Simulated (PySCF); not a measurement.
Gas-phase reaction: 2 NaAlF4 ⇌ Na2 + 2 AlF2 + 4 F

Energies from PySCF, thermal terms from the rigid-rotor harmonic-oscillator model, ideal gas at 1 bar. 'Table' is the NASA 1993 thermochemical table (part measured, part estimated). After a fit of one offset per element over all species, the range-separated, M06-2X, PBE0/def2-QZVP and CCSD(T)/def2-TZVPP enthalpies, where run, lie to one side of the table for Na2 (-22 kJ/mol), AlF2 (+60 kJ/mol): a fault of the table's entry, another state or a shared error of the levels is possible; this was not checked at source. † marks an energy on the PBE0/def2-TZVP geometry and frequencies; other levels use their own. MP2 and CCSD(T) freeze the core. Open shells (unrestricted): AlF2 (multiplicity 2), F (multiplicity 2); the rest are closed-shell singlets. Spin-orbit splitting is ignored; it lowers the true energy and changes the entropy of F. For Na the outer core is correlated in a valence basis, which is rough. MP2 isn't extrapolated to the basis-set limit. CCSD(T) isn't extrapolated to the basis-set limit. The table's entry may be an old estimate for NaAlF4, Na2, AlF2 (not checked at source).

| level | ΔH°(298 K), kJ |
|---|---|
| table | 2752.4 |
| CCSD(T)/def2-TZVPP† | (withheld) |
| HF/def2-TZVP† | (withheld) |
| MP2/def2-TZVPP† | 2903.1 |
| PBE0/def2-TZVP | 2706.7 |
| r2SCAN/def2-TZVP† | (withheld) |

Problem. Fill in the missing entries.

Solution. 
- CCSD(T)/def2-TZVPP†, ΔH°(298 K), kJ: 2780.6
- HF/def2-TZVP†, ΔH°(298 K), kJ: 2199.4
- r2SCAN/def2-TZVP†, ΔH°(298 K), kJ: 2802.6
